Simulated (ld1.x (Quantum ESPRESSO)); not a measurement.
# Nd (Z = 60), TM: configuration errors across variants

neodymium (Nd), norm-conserving Troullier–Martins (Kleinman–Bylander form), made with ld1.x (Quantum ESPRESSO) 7.5 (PBE, scalar-relativistic). Core [Xe] 4f3, reference 5d1 6s0 6p0 (charge +2). Waves: 6s (bound, empty): rc 3.45 bohr; 6p (bound, empty): rc 3.70 bohr; 5d (bound): rc 3.40 bohr. Local part: all-electron potential smoothed inside 3.55 bohr (lloc = -1). Core correction: Bessel-smoothed model core, default radius (core density twice the valence density).

All-electron excitation energies from the reference (eV): (1) 5d1 6s2 6p0 -17.699; (2) 5d1 6s1 6p0 -11.434; (3) 5d1 6s1.5 6p0 -15.178; (4) 5d2 6s1 6p0 -16.549; (5) 5d0 6s2 6p0 -11.350; (6) 5d1 6s1 6p1 -15.111; (7) 5d1.5 6s1.5 6p0 -17.173.

The default core radius of the base comes out at 2.91 bohr.

2 further variants failed, have other tests or too few solved ones, and are left out.

A true bound ghost makes a file unfit for plane-wave use even where its test errors are small: the radial tests pick states by their node count and pass the ghost by. Where a test does run into it, the solver fails or the error is huge.

Errors AE − PS in meV (a dash: test not solved or not reliable):

| change | (1) | (2) | (3) | (4) | (5) | (6) | (7) | bound ghosts |
| --- | --- | --- | --- | --- | --- | --- | --- | --- |
| base | -27 | -13 | -21 | -132 | -96 | -6.4 | -64 | p |
| core correction Bessel-smoothed model core inside 3.34 bohr | +26 | +10 | +18 | -86 | -17 | +22 | -19 | p |
| local potential all-electron potential smoothed inside 2.85 bohr (lloc = -1) | -38 | -14 | -27 | -121 | -97 | – | -71 | s, p |
| wave 5d (bound): rc 3.40 bohr becomes 5d (bound): rc 2.60 bohr | -26 | -12 | -21 | -133 | -105 | -6.0 | -64 | p |
| wave 6s (bound): rc 3.45 bohr becomes 6s (bound): rc 4.46 bohr | -53 | -29 | -45 | -155 | -60 | -16 | -93 | p |
| wave 6p (bound): rc 3.70 bohr becomes 6p (bound): rc 4.94 bohr | -27 | -13 | -21 | -132 | -96 | -8.5 | -64 | none |

Task: Give the same row for: all radii but the core radius scaled by about 0.91 (s 3.14, p 3.38, d 3.10 bohr); local potential all-electron potential smoothed inside 3.24 bohr (lloc = -1).

Result: –, –, –, –, –, –, –; bound ghosts: s, p. Not counted: 5d1 6s2 6p0 (solver errors, printed error -26.0 eV); 5d1 6s1.5 6p0 (solver errors, printed error -18.3 eV); 5 more.
